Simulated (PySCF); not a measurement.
Species: C4H6AlBr.
Bonds: Br1–Al2, Al2–C3, C3–C4, C4–C5 (double), C5–C6, Al2–C6. Hydrogens: H7, H8 on C3; H9 on C4; H10 on C5; H11, H12 on C6.

Level of theory: PBE0-D3(BJ)/def2-SVP geometry optimisation, gas phase in PySCF.

Q: What internal coordinates does the optimisation give?

A: 
| bond | length (Å) | order |
| --- | --- | --- |
| Br1–Al2 | 2.254 | single |
| Al2–C3, Al2–C6 | 1.954 | single |
| C3–C4, C5–C6 | 1.510 | single |
| C4=C5 | 1.348 | double |
| C3–H7 and 3 like bonds | 1.105 | single |
| C4–H9, C5–H10 | 1.098 | single |

Bonds in one row agree within 0.01 Å and their mean is given. Orders are formal, as drawn. A selection of angles:
| angle | degrees |
| --- | --- |
| Br1–Al2–C3 | 130.6 |
| Br1–Al2–C6 | 130.3 |
| C3–Al2–C6 | 99.1 |
| Al2–C3–C4 | 97.9 |
| Al2–C3–H7 | 115.1 |
| C4–C3–H7 | 111.8 |
| H7–C3–H8 | 105.2 |
| C3–C4–C5 | 122.6 |
| C3–C4–H9 | 118.7 |
| C5–C4–H9 | 118.7 |

Torsions: Br1–Al2–C3–C4 179° (antiperiplanar); Al2–C3–C4–C5 1° (synperiplanar); C3–C4–C5–C6 0° (synperiplanar); C4–C5–C6–Al2 -1° (synperiplanar); Br1–Al2–C6–C5 -179° (antiperiplanar).

The C–C distances run from 1.348 Å (C4=C5, drawn double) to 1.510 Å (C5–C6, drawn single), a spread of 0.162 Å. The 6 heavy atoms lie in one plane (0.008 Å rms). The 5-membered ring Al2–C3–C4–C5–C6 has internal angles of 97.9° to 122.6°; it is planar, 0.01 Å rms from its mean plane, widest ring torsion 1°. Al2 (aluminium bonded to Br and 2 C) is planar (angles 130.6°, 130.3° and 99.1°, sum 360.0°, 0.00 Å off the plane of its three neighbours).

PBE0-D3(BJ)/def2-SVP frequencies: not computed here.

On an Arm Neoverse V1 with one thread (shared host), this took 2.9 min and 0.53 GiB of memory at its peak. These figures are those of the optimisation.
